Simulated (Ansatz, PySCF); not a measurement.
This PySCF input computes a PBE0/def2-TZVPD energy:

```python
from pyscf import gto, scf, dft

mol = gto.M(
    atom='''
    Se   -0.21568477    0.07062466    0.20484246
    H    -1.33018741    0.14921132   -0.80206186
    O     1.08293369   -0.31880620   -0.77032271
    ''',
    basis='def2-tzvpd',
    charge=0,
    spin=1,
    verbose=4,
)

mf = dft.UKS(mol, xc='pbe0').density_fit(auxbasis='def2-universal-jkfit')
mf.grids.level = 3
mf.conv_tol = 1e-9
mf.max_cycle = 100
mf.max_memory = 1500
mf.kernel()
if not mf.converged:
    mf = mf.newton()
    mf.kernel(mf.make_rdm1())
for _ in range(2):
    mo, _, stable, _ = mf.stability(return_status=True)
    if stable:
        break
    mf.kernel(mf.make_rdm1(mo, mf.mo_occ))
mf.analyze()
```

**Question.** Write an input for the same energy in Ansatz (a quantum-chemistry and plane-wave program) and say what it gives.

**Answer.** 
Ansatz 0.2 input:
```yaml
crystal:
  periodic: [false, false, false]
  atoms:
    - {symbol: Se, position_ang: [-0.21568477, 0.07062466, 0.20484246]}
    - {symbol: H, position_ang: [-1.33018741, 0.14921132, -0.80206186]}
    - {symbol: O, position_ang: [1.08293369, -0.31880620, -0.77032271]}
basis:
  gaussian:
    orbitals: def2-TZVPD
hamiltonian:
  xc: {name: PBE0}
magnetization: {spin_polarized: true, initial_magnetization: 1}
output: {forces: true}
```
It gives -2476.98525 Eh, and PySCF -2476.98528 Eh, a difference of 0.03 mEh, from the treatment of integrals and grids.

It need not be the lowest isomer of its formula.
